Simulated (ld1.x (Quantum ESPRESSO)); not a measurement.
## PBE TM dataset for manganese, scalar-relativistic all-electron reference.

* Element: Mn
* Generator: ld1.x (Quantum ESPRESSO) 7.5
* Type: norm-conserving Troullier–Martins (Kleinman–Bylander form)
* Functional: PBE
* Relativity: scalar-relativistic
* Frozen core: [Ne]
* Valence charge: 15
* Reference configuration: 3s2 3p6 3d5 4s1 4p0 (charge +1)
* Partial waves: 3s (bound): rc 1.40 bohr; 3p (bound): rc 1.40 bohr; 3d (bound): rc 1.60 bohr
* Local potential: all-electron potential smoothed inside 1.40 bohr (lloc = -2)
* Core correction: none

Occupied shells without a wave of their own: 4s. They enter only through the test configuration that unscreens the potential.

Poles of the logarithmic derivatives, all-electron (AE) and pseudo (PS). s: poles at -6.6 (AE) and -6.6 (PS) Ry. p: poles at -4.2 (AE) and -4.2 (PS) Ry. d: poles at -0.3 (AE) and -0.3 (PS) Ry. Test radius 1.75 bohr.

- Cutoffs needed: 90 Ry and 140 Ry (the cutoffs (Ry, on a coarse ladder) from which the occupation-weighted sum of valence levels, in a spherical-Bessel basis at the reference potential, stays within 10 and 1 mRy of its value at 400 Ry)
- Ghost test: no extra level below or beside the all-electron valence levels (s, p, d, f tested) (spherical-Bessel basis up to 400 Ry, 20 bohr box)
- Largest excitation error: -832 meV (all-electron minus pseudo) for 3s2 3p6 3d4 4s0 4p0, out of 7 test configurations
